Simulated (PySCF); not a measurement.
The same groups moved round the core (propene cyano+boryl). Isolated molecules, 0 K electronic values unless said otherwise. One relaxed conformer stands for each flexible species; it need not be the lowest. Strings in code marks are SMILES.

The S1 excitation (TDA) from two functionals at the same geometries (CAM-B3LYP-D3(BJ)/def2-TZVP), both in PySCF: PBE-D3(BJ)/def2-TZVP and TPSSh-D3(BJ)/def2-TZVP. Excitations are Tamm–Dancoff values on a coarser integration grid. The basis has no diffuse functions, so Rydberg states are missing or too high.

| species | TPSSh-D3(BJ)/def2-TZVP (eV) |
|---|---|
| `BC(=C)CC#N` | 5.17 |
| `C(=C/C)(/B)C#N` | 4.78 |
| `B/C(C)=C\C#N` | 4.75 |
| `BCC(=C)C#N` | 4.73 |
| `BC/C=C/C#N` | 4.51 |
| `C(/C=C\CB)#N` | 4.61 |

**Question.** What does PBE-D3(BJ)/def2-TZVP give for each?

**Answer.** 
- `BC(=C)CC#N`: 4.58
- `C(=C/C)(/B)C#N`: 4.22
- `B/C(C)=C\C#N`: 4.26
- `BCC(=C)C#N`: 4.12
- `BC/C=C/C#N`: 3.88
- `C(/C=C\CB)#N`: 4.00
Over these rows, drawn at random from the members with no instability flagged (it was tested for open shells, ions and some series alone), PBE minus TPSSh-D3(BJ): mean -0.58 eV, from -0.63 eV to -0.49 eV.
